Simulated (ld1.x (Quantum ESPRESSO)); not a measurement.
## Reading a pseudo-wave (Cu (Z = 29))

Columns: radius, all-electron u(r) and pseudo u(r) of the 3d shell (level -9.13 eV) of copper in the configuration [Ne] 3s2 3p6 3d10 4s0.5 4p0; PBE, scalar-relativistic, TM scheme, ld1.x (Quantum ESPRESSO) 7.5.

```csv
r (bohr),all-electron,pseudo
0.123,0.1599,0.0255
0.245,0.5184,0.1759
0.368,0.7999,0.4728
0.490,0.9409,0.8049
0.613,0.9747,1.0349
0.735,0.9450,1.0953
0.858,0.8845,1.0246
0.980,0.8133,0.9002
1.103,0.7402,0.7778
1.225,0.6710,0.6814
1.348,0.6066,0.6078
1.470,0.5484,0.5484
1.593,0.4956,0.4956
1.715,0.4485,0.4485
1.838,0.4058,0.4058
1.960,0.3679,0.3679
2.083,0.3335,0.3335
2.205,0.3028,0.3028
2.328,0.2749,0.2749
2.450,0.2499,0.2499
2.573,0.2271,0.2271
2.695,0.2067,0.2067
2.818,0.1880,0.1880
2.940,0.1712,0.1712
3.063,0.1558,0.1558
3.185,0.1420,0.1420
```

Task: How many radial nodes do the two functions have?

Result: The all-electron 3d function has n − l − 1 = 0; the pseudo-wave has 0.

Task: At about which radius was the pseudo-wave matched?

Result: 1.55 bohr, where the columns begin to agree (steps of 0.12 bohr).

Task: Is the pseudo-wave norm-conserving?

Result: Yes: the TM scheme keeps the norm inside the radius equal to the all-electron one, which fixes the energy derivative of the logarithmic derivative at the level.
